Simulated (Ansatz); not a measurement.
Molecule: sum formula SiH2S2Cl, net charge 0, doublet state. It need not be the lowest isomer of its formula. 
Coordinates optimised at B3LYP-D3(BJ)/def2-TZVP (Ansatz, a quantum-chemistry and plane-wave program):
```
Si
Cl 1 2.0877
S 1 2.1459 2 110.22
H 3 1.3445 1 93.53 2 36.04
S 1 2.1460 2 113.55 4 -132.70
H 5 1.3449 1 94.09 2 -74.67
```
Charge 0, spin multiplicity 2.

Dipole moments at this geometry, in debye (magnitudes).

```csv
level,program,dipole (D)
SVWN5/def2-TZVPD,Ansatz,0.72
PBE/def2-TZVPD,Ansatz,0.72
r2SCAN0/def2-TZVPD,Ansatz,0.90
CAM-B3LYP/def2-TZVPD,Ansatz,0.92
wB97M-V/def2-TZVPD,Ansatz,0.90
CCSD(T)/aug-cc-pV(D+d)Z,Ansatz,___
```

Question: Some entries are withheld; supply them.

Answer: 
- CCSD(T)/aug-cc-pV(D+d)Z, dipole (D): 0.83
